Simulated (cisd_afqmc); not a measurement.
Input (AFQMC/CISD/cc-pVTZ; cisd_afqmc is a phaseless AFQMC code with CISD trial states that reads the integrals written by Ansatz):

Ansatz 0.2 input:
```python
import cisd_afqmc

open("ham.yaml", "w").write("""\
crystal:
  periodic: [false, false, false]
  atoms:
    - {symbol: Ge, position_ang: [-0.38854351, 0.04424562, -0.01077550]}
    - {symbol: C, position_ang: [1.56385469, -0.17808487, 0.04337046]}
    - {symbol: H, position_ang: [-1.00124977, -0.86220455, -1.09541752]}
    - {symbol: H, position_ang: [-0.75270750, 1.50671254, -0.33028180]}
    - {symbol: H, position_ang: [-1.00843141, -0.32993937, 1.34908986]}
    - {symbol: H, position_ang: [1.81856098, -1.21301361, 0.26946336]}
    - {symbol: H, position_ang: [1.99450401, 0.46394240, 0.81110281]}
    - {symbol: H, position_ang: [1.99958790, 0.08715197, -0.91936356]}
basis:
  gaussian:
    orbitals: cc-pVTZ
magnetization: {spin_polarized: false}
correlation: {method: ccsd, electrons: outside_noble_gas, hamiltonian_folder: ham}
""")
rep = cisd_afqmc.ansatz("ham.yaml")
e_ccsd = rep["correlation"]["coupled_cluster"]["energy"]["hartree"]
out = cisd_afqmc.run("ham", e_ccsd, trial="CISD", walkers=1000, populations=1, threads=12, dt=0.005, steps=40, early=24, settle=10, least=100,
    cut=5e-5, rank_cut=2e-4, target=0.0004, seconds=1000, seed=4, memory=62639, gpu=True)
```

Output:

```
orbitals 142, occupied [7], factors 769 of 894, rank of the doubles 293 of 945
E(HF) = -2116.775597
E(CCSD) on the cut factors = -2117.127350, shift to the whole factors -0.000020
Energy of the trial state on the determinant = -2117.127284
  tau behind 7.2 of longer steps, mean of the populations' last blocks
   2.0  -2117.13894
   4.0  -2117.14039
   6.0  -2117.13975
   8.0  -2117.14062
  10.0  -2117.13902
  12.0  -2117.13880
  14.0  -2117.13877
  16.0  -2117.13909
  18.0  -2117.13869
  20.0  -2117.14027
  22.0  -2117.13909
blocks 100 (0 outliers left out), error by blocks joined: 1: 0.00012, 2: 0.00015, 4: 0.00018, 8: 0.00024
E(AFQMC/CISD) = -2117.13945 +/- 0.00024
```

The error still grows at the longest joins of blocks, or few joins were possible, so the printed bar may be too narrow.
